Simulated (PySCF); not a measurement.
arsine (H3As), singlet, at a GFN2-xTB geometry. Base run: PBE/def2-SVP (PySCF).

Geometry (Å):
```xyz
4

As    -0.0012    -0.0006     0.0729
H     -0.6920    -0.9804    -0.8218
H     -0.4885     1.1114    -0.8010
H      1.2211    -0.1110    -0.7823
```
All else is at PySCF's defaults.

The base run was repeated with changes; each row names its change, and settings that it needs were set with it.

```
change                                                                                        basis functions       E (Eh)  HOMO (eV)  HOMO-LUMO gap (eV)  dipole (D)
--------------------------------------------------------------------------------------------  ---------------  -----------  ---------  ------------------  ----------
base                                                                                                       47  -2237.03571      -6.75                6.81        0.47
basis = ANO-RCC-VDZP; relativity = spin-free X2C                                                           42  -2262.25407      -6.90                6.43        0.27
basis = cc-pVTZ-DK; relativity = spin-free X2C; nucleus = Gaussian (with mol.nucmod = 'G')                 85  -2262.24247      -6.92                6.75        0.24
basis = ANO-RCC-VDZP; relativity = none                                                                    42  -2221.65024      -6.85                6.43        0.44
basis = x2c-TZVPall; relativity = none                                                                     66  -2225.96987      -6.84                6.62        0.37
basis = cc-pVTZ-DK; relativity = spin-free X2C                                                             85  -2262.25776      -6.92                6.75        0.24
basis = x2c-TZVPall; relativity = spin-free X2C                                                            66  -2262.24548      -6.93                6.77        0.21
basis = x2c-TZVPall; relativity = spin-free X2C; nucleus = Gaussian (with mol.nucmod = 'G')                66  -2262.23239      -6.93                6.77        0.21
basis = ANO-RCC-VDZP; relativity = spin-free X2C; nucleus = Gaussian (with mol.nucmod = 'G')               42  -2262.23847      -6.90                6.43        0.27
basis = cc-pVTZ-DK; relativity = none                                                                      85  -2221.98520      -6.83                6.61        0.39
```

Absolute energies of different levels of theory aren't comparable as measures of quality.

Basis sets contracted for a relativistic Hamiltonian are a mismatch without it, so the rows without relativity aren't non-relativistic limits. No row has spin-orbit coupling; sets with core potentials leave out the core electrons.
